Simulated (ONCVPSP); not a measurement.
Before and after: ONCV potential for O (Z = 8)

```
Element                 : O
Generator               : ONCVPSP 4.0.1
Type                    : optimised norm-conserving Vanderbilt (ONCV)
Functional              : PBE
Relativity              : scalar-relativistic
Frozen core             : [He]
Valence charge          : 6
Reference configuration : 2s2 2p2.5 (charge +1.5)
Partial waves           : 2s: rc 0.95 bohr, ncon 4, nbas 8, qcut 5.9 1/bohr, 3 projectors, debl 2.1 Ha; 2p: rc 1.50 bohr, ncon 4, nbas 9, qcut 8.4 1/bohr, 2 projectors, debl 2.1 Ha
Local potential         : polynomial inside 0.65 bohr (lpopt 5, dvloc0 4 Ha)
Core correction         : Teter function, fcfact 4, rcfact 1.3
```

All-electron outer shells of the reference configuration (PBE, scalar-relativistic, ld1.x):

| shell | level (eV) | outermost node (bohr) | outermost maximum (bohr) |
| --- | --- | --- | --- |
| 1s | -545.03 | – | 0.13 |
| 2s | -48.67 | 0.28 | 0.85 |
| 2p | -33.46 | – | 0.77 |

Change: s: rc 1.04.

Cutoffs: the cutoffs (Ha) at which the residual kinetic energy of the hardest occupied pseudo-wave falls to 1 and 0.1 mHa per electron; they do not see the model core or the augmentation charge, which bear on the density cutoff. Errors are all-electron minus pseudo energies relative to the spin-unpolarised reference configuration.

Question: What does the change do?

Answer: The potential gets softer (158 Ha and 197 Ha → 109 Ha and 159 Ha); both files keep a bound ghost (s); the errors of the 4 common tests hardly move. A larger radius leaves more room for a smooth pseudo-wave, so fewer plane waves are needed.

| quantity | base | changed |
| --- | --- | --- |
| cutoff, loose | 158 Ha | 109 Ha |
| cutoff, tight | 197 Ha | 159 Ha |
| loose cutoff by channel | s 158 Ha, p 27 Ha | s 109 Ha, p 27 Ha |
| bound ghosts | s | s |
| GHOST(+) flags under 300 eV | none | none |
| error for 2s2 2p4, meV [ΔE -30.87 eV] | +116 | +120 |
| error for 2s2 2p3, meV [ΔE -14.44 eV] | +24 | +24 |
| error for 2s2 2p2, meV [ΔE 19.14 eV] | +36 | +38 |
| error for 2s2 2p1, meV [ΔE 73.01 eV] | +506 | +517 |
| p: phases at 1.52 bohr within 0.05 rad from the reference energy up to (Ha; the scan ends near 5) | to the end of the scan | to the end of the scan |
| rms error of d²Exc/dni dnj with the model core, mHa | 3.32 | 3.35 |

 A true bound ghost makes a file unfit for plane-wave use even where its test errors are small: the radial tests pick states by their node count and pass the ghost by.
